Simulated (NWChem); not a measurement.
# CdHSF; SMILES [Cd]([F])[SH]

```xyz
4

Cd    -0.4957     0.0848     0.0000
F     -0.6422     2.0253     0.0000
S     -0.3459    -2.2479     0.0000
H      1.0183    -2.2169     0.0000
```
Atoms are numbered in this order, from 1.

Level: PBE-D3(BJ)/def2-SVP with def2 effective core potentials on Cd (NWChem), optimised geometry, unscaled harmonic frequencies. def2 effective core potentials on Cd; no spin-orbit coupling.

| frequency (cm⁻¹) | IR intensity (km/mol) |
|---|---|
| 108 | 12.0 |
| 111 | 11.4 |
| 341 | 3.1 |
| 598 | 53.6 |
| 653 | 4.6 |
| 2610 | 1.3 |

- zero-point energy = 6.3 kcal/mol
- thermal correction to the enthalpy at 298.15 K (with zero-point energy) = 10.0 kcal/mol
- heat capacity Cv = 13.4 cal/(mol K)
- entropy at 298.15 K and 1 atm (symmetry number 1) = 72.9 cal/(mol K)

Rigid rotor and harmonic oscillator.
